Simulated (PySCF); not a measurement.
Compound: C4H13PSi2.
Numbering: `[CH3:1][Si@@H:2]1[CH2:3][CH2:4][CH2:5][Si@H:6]1[PH2:7]` (hydrogens: H8, H9, H10 on C1; H11 on Si2; H12, H13 on C3; H14, H15 on C4; H16, H17 on C5; H18 on Si6; H19, H20 on P7)

Method: PBE0-D3(BJ)/def2-SVP geometry optimisation, gas phase in PySCF 2.14.0.

(1) What internal coordinates does the optimisation give?

Results:

(1) 
```tsv
bond	length (pm)
C1–Si2	188.5
Si2–C3	190.9
C3–C4	153.6
C4–C5	153.6
C5–Si6	191.0
Si6–P7	226.7
Si2–Si6	234.7
C1–H8, C1–H9, C1–H10	110.1
Si2–H11	149.8
C3–H12	110.3
C3–H13	110.4
C4–H14	110.4
C4–H15	110.6
C5–H16	110.1
C5–H17	110.5
Si6–H18	150.1
P7–H19, P7–H20	143.0
```

Bonds in one row agree within 1 pm and their mean is given. A selection of angles:
```tsv
angle	degrees
Si2–C1–H8	111.1
Si2–C1–H10	110.3
H8–C1–H9	108.1
C1–Si2–C3	112.1
C1–Si2–Si6	113.9
C1–Si2–H11	110.2
C3–Si2–Si6	92.6
C3–Si2–H11	111.6
Si6–Si2–H11	115.4
Si2–C3–C4	109.3
Si2–C3–H12	111.6
Si2–C3–H13	108.1
C4–C3–H12	111.5
C4–C3–H13	109.7
H12–C3–H13	106.6
C3–C4–C5	111.7
C3–C4–H14	110.5
C3–C4–H15	109.3
C5–C4–H14	110.3
C5–C4–H15	109.3
H14–C4–H15	105.6
C4–C5–Si6	108.7
C4–C5–H16	111.8
C4–C5–H17	109.7
Si6–C5–H16	112.2
Si6–C5–H17	107.5
H16–C5–H17	106.8
C5–Si6–P7	110.6
C5–Si6–H18	110.7
P7–Si6–H18	112.7
Si2–Si6–C5	93.2
Si2–Si6–P7	114.7
Si2–Si6–H18	113.3
Si6–P7–H19	94.4
Si6–P7–H20	95.5
H19–P7–H20	93.6
```

Torsions: C1–Si2–C3–C4 -91° (anticlinal); Si2–C3–C4–C5 -53° (synclinal); C3–C4–C5–Si6 53° (synclinal); C4–C5–Si6–P7 -145° (anticlinal); C1–Si2–Si6–C5 116° (anticlinal).

Si2 (SiH silicon) has angles from 92.6° to 115.4°. Si6 (SiH silicon) has angles from 93.2° to 114.7°. The 5-membered ring Si2–C3–C4–C5–Si6 has internal angles of 92.6° to 111.7°; it is puckered, 0.21 Å rms from its mean plane, widest ring torsion 53°. The 3 C–Si bonds span 1.885 Å (C1–Si2, drawn single) to 1.910 Å (C5–Si6, drawn single), a spread of 0.025 Å. P7 (three-coordinate phosphorus) is pyramidal (angles 95.5°, 94.4° and 93.6°, sum 283.6°, 0.85 Å off the plane of its three neighbours).

Point group: C1 (no symmetry element, even within 0.4 Å). No PBE0-D3(BJ)/def2-SVP frequencies stand behind this structure, so it isn't proved a minimum. One conformer, not necessarily the lowest (C5–Si6–P7–H -177° and -83°, C1–Si2–C3–C4 -91°, Si2–C3–C4–C5 -53°, C3–C4–C5–Si6 53°, C4–C5–Si6–P7 -145°).
